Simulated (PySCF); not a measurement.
**CaCl and its ions**

PBE0; basis Ca def2-SVP, Cl def2-SVP; no relativity; PySCF 2.14. Neutral (UKS): doublet (σ ↑), Re = 2.422 Å, ωe = 389 cm⁻¹, De = 4.41 eV, HOMO -4.36 eV, LUMO -2.15 eV.

CaCl⁺ (UKS): singlet (closed shell), Re = 2.321 Å, ωe = 461 cm⁻¹, De = 4.54 eV to Ca⁺ + Cl. The energies at the minima are -1137.29091 hartree for CaCl and -1137.07286 for CaCl⁺.

(1) Work out the adiabatic ionisation energy, without and with harmonic zero-point energies (1 hartree = 27.2114 eV, 1 eV = 8065.5 cm⁻¹), and the change of the bond length.

For an ion De counts to the pair picked by the measured ionisation energies or electron affinities, which need not be the lowest pair at this level. States were picked by a PBE0 search and need not be the measured ground states.

## Answers

(1) At PBE0: 0.21805 hartree = 5.933 eV between the minima; the zero-point term (461.0 − 389.0)/2 cm⁻¹ = +0.004 eV makes it 5.938 eV. Re changes by -10.1 pm against the neutral. The electron leaves a σ orbital; in so polar a molecule the change of length follows mostly from the change of the ionic charges.
